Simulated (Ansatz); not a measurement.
The same molecule with X = B, Al, Ga, In. Ansatz, PBE0-D4/def2-TZVP geometries, multiplicity 1.

Elements past krypton have def2 core potentials. Scalar relativity is left out up to krypton.

```json
{"X": "B", "molecule": "`ClB(Br)Br`", "mean X–Br bond length / Å": "1.899", "mean X–Cl bond length / Å": "1.732", "size of the dipole moment (PBE/def2-TZVPP) / D": "0.02", "HOMO energy (PBE0/def2-TZVPP) / eV": "-8.45", "LUMO energy (PBE/def2-TZVPP) / eV": "-2.82"}
{"X": "Al", "molecule": "`[Cl][Al]([Br])[Br]`", "mean X–Br bond length / Å": "2.227", "mean X–Cl bond length / Å": "2.072", "size of the dipole moment (PBE/def2-TZVPP) / D": "0.18", "HOMO energy (PBE0/def2-TZVPP) / eV": "-8.78", "LUMO energy (PBE/def2-TZVPP) / eV": "-2.29"}
{"X": "Ga", "molecule": "`[Cl][Ga]([Br])[Br]`", "mean X–Br bond length / Å": "2.258", "mean X–Cl bond length / Å": "2.117", "size of the dipole moment (PBE/def2-TZVPP) / D": "0.30", "HOMO energy (PBE0/def2-TZVPP) / eV": "-8.84", "LUMO energy (PBE/def2-TZVPP) / eV": "-3.03"}
```

Q: Give the row for X = In, `[Cl][In]([Br])[Br]`. (An estimate is asked.)

A: Computed: 
| X | molecule | mean X–Br bond length / Å | mean X–Cl bond length / Å | size of the dipole moment (PBE/def2-TZVPP) / D | HOMO energy (PBE0/def2-TZVPP) / eV | LUMO energy (PBE/def2-TZVPP) / eV |
| --- | --- | --- | --- | --- | --- | --- |
| In | `[Cl][In]([Br])[Br]` | 2.434 | 2.299 | 0.42 | -8.85 | -3.77 |

From B to In the mean X–Br bond length rises at each step, by 0.535 Å in all; the mean X–Cl bond length rises at each step, by 0.567 Å in all; the HOMO energy (PBE0/def2-TZVPP) falls at each step, by 0.40 eV in all; the LUMO energy (PBE/def2-TZVPP) isn't monotonic: highest at Al, lowest at In. Bonds lengthen as the atom grows down the group. Dipoles are sizes alone, and their direction can turn along the series.

Spin–orbit coupling is left out; it splits and shifts lone-pair levels of the heavy atoms by tenths of an eV.
